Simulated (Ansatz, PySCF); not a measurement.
NO (SMILES [N]=O), doublet, at a GFN2-xTB geometry. Base run: PySCF with MP2/6-31G*.

Here is a job for PySCF.
```python
from pyscf import gto, scf, mp

mol = gto.Mole()
mol.atom = '''
    N    -0.000000   -0.000000   -0.616255
    O     0.000000    0.000000    0.539223
'''
mol.basis = '6-31g*'
mol.charge = 0
mol.spin = 1
mol.verbose = 4
mol.build()

mf = scf.UHF(mol)
mf.kernel()

pt = mp.MP2(mf)
pt.kernel()
print('E(MP2) = %.10f' % pt.e_tot)
```

The same geometry, method and basis name were run in Ansatz (a quantum-chemistry and plane-wave program) and PySCF, at each program's defaults and at the settings that a row names. The base is PySCF at its defaults. Differences at the defaults can come from grids, fitting, cores and function types together.

```tsv
code and settings	ΔE vs base (µEh)	basis functions	E (Eh)	SCF cycles	SCF-reference dipole (D)
PySCF, defaults (exact integrals, spherical functions, all electrons correlated)	0.0	28	-129.55609	16	0.30
Ansatz, defaults (factorised integrals, Cartesian functions, frozen core)	-1298	30	-129.55739	-	-
PySCF, frozen core	3643	28	-129.55245	16	0.30
Ansatz, high accuracy, frozen core, Cartesian functions as the basis file defines them	-1302	30	-129.55739	-	-
```

Open shells are given as the SCF converged; they aren't shown to be the lowest states, and a large step between rows can be another state.
